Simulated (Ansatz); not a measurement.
`CN([SiH3])[SiH2]F` → C• + F• + 8 H• + N• + 2 Si•  (atomization)

Program: Ansatz. Geometries: PBE0-D4/def2-TZVP. ΔE: electronic, gas phase. CCSD(T)/CBS adds triple-zeta CCSD(T) − MP2 to the extrapolated MP2 energy (def2 sets, frozen cores). This one scheme is used for every species, atoms too. DFT in def2-TZVPP. B3LYP here is the variant with VWN-RPA as its local correlation; programs differ in this. No spin–orbit coupling; open shells (•) take unrestricted orbitals. Spin–orbit coupling would lower the free atoms: a little for C, F, Si. One conformer a species, not always the lowest.

```
             level  ΔE (kcal/mol)  difference from CCSD(T)/CBS
           PBE0-D4         1079.1                        -13.2
           ωB97X-V         1096.1                          3.8
           ωB97M-V         1092.7                          0.4
               PBE         1083.8                         -8.5
            r2SCAN         1083.8                         -8.5
              PBE0         1073.1                        -19.2
             B3LYP         1078.9                        -13.4
     HF/def2-TZVPP          810.1                       -282.2
    MP2/def2-TZVPP         1071.4                        -20.9
SCS-MP2/def2-TZVPP         1076.1                        -16.2
CCSD(T)/def2-TZVPP         1062.5                        -29.8
    MP2/def2-QZVPP         1089.6                         -2.7
SCS-MP2/def2-QZVPP         1096.5                          4.2
      HF/CBS(def2)          813.4                       -278.9
     MP2/CBS(def2)         1101.3                          9.0
    CCSD/CBS(def2)         1080.2                        -12.1
       CCSD(T)/CBS         1092.3                            0
```

Largest T1 diagnostic among the species: 0.012.

From PBE to PBE0 (25 % exact exchange), in def2-TZVPP and without D4, ΔE moves by −10.6 kcal/mol: exact exchange takes away binding that semilocal exchange gives to molecules. The D4 term adds +11.3 kcal/mol with B3LYP and +6.0 kcal/mol with PBE0; it sums over pairs of atoms, weighted by their polarisabilities, and B3LYP, whose exchange is more repulsive, gets the larger term. In def2-TZVPP, CCSD(T) changes the Hartree–Fock value by +252.4 kcal/mol (the triples alone add +12.1 kcal/mol) and MP2 by +261.3 kcal/mol; breaking electron pairs costs correlation energy, which Hartree–Fock lacks.

For atomizations the MP2-based limit and the directly extrapolated one differ by several kJ/mol either way, and by 10 to 25 for some Ge, Se and Sn compounds, so smaller differences from it don't rank the levels.
